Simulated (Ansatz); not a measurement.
Input file for Ansatz (a quantum-chemistry and plane-wave program): U-PBE/cc-pV(T+d)Z on H5NSi (SMILES N[SiH3]), a point of a bond scan (R = 4.654 Å). Files ending in .json are basis or fitting sets from the Basis Set Exchange.

Ansatz 0.2 input:
```yaml
crystal:
  periodic: [false, false, false]
  atoms:
    - {symbol: N, position_ang: [4.05288281, -0.29393569, -0.34918456]}
    - {symbol: Si, position_ang: [-0.57330372, 0.04712310, 0.03033856]}
    - {symbol: H, position_ang: [4.64945531, 0.38670128, 0.09440881]}
    - {symbol: H, position_ang: [4.49463114, -1.19973684, -0.36716217]}
    - {symbol: H, position_ang: [-1.14118321, -0.28608098, 1.36605757]}
    - {symbol: H, position_ang: [-0.95227392, 1.44629769, -0.27348173]}
    - {symbol: H, position_ang: [-1.17949996, -0.88202113, -0.95090140]}
basis:
  gaussian:
    orbitals: cc-pV_T+d_Z.json
hamiltonian:
  xc: {name: PBE}
magnetization: {spin_polarized: true, initial_magnetization: 0}
```

The head of its log:

```
WARN ansatz: RAYON_NUM_THREADS=2 ignored (pool sized by the plan → 2); use --threads N
Functional definition: PBE
integrals: 0.03 GiB planned
773 factors; their error is unknown
mean field: 0.39 GiB planned
mean field evaluation 1: about -9420.0268 eV, gradient 5.9e1 eV
mean field evaluation 2: about -9150.3292 eV, gradient 1.1e2 eV
```

### Question
Predict the final total energy.

### Answer
-346.9050 hartree. Its determinant has ⟨S²⟩ = 1.00, a mixture of spin states.
